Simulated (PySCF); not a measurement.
## Ionisation energy of Al⁺ by level of theory

Al⁺ [Ne] 3s2 (1S) → Al²⁺ [Ne] 3s1 (2S), as a difference of total energies. Calculation: PySCF 2.14, in dyall-acv3z (19s12p6d4f, 113 functions); scalar relativity by spin-free X2C-1e. Correlated levels: valence: [Ne] frozen; valence and next inner shell: 1s2 frozen; virtual orbitals above 40 to 60 times the deepest correlated orbital energy dropped. The calculations carry no spin-orbit coupling.

| method | ionisation energy (eV) | error (eV) |
| --- | --- | --- |
| UHF | 17.551 | -1.278 |
| LDA | 18.925 | +0.096 |
| PBE | 18.790 | -0.039 |
| PBE0 | 18.684 | -0.145 |
| r2SCAN | 18.413 | -0.416 |
| PW91 | 18.842 | +0.013 |
| wB97X-V | 18.689 | -0.140 |
| B3LYP | 18.938 | +0.109 |
| MP2 (valence) | 18.335 | -0.494 |
| SCS-MP2 (valence) | 18.492 | -0.337 |
| MP2 (valence and next inner shell) | 18.564 | -0.265 |
| SCS-MP2 (valence and next inner shell) | 18.672 | -0.157 |

Reference: 18.829 eV (measured; NIST Atomic Spectra Database, ionization energies).

Errors of the correlated levels include the incompleteness of this basis and the frozen core.

MP2 underrates the near-degeneracy of ns² with np² in the lower species.
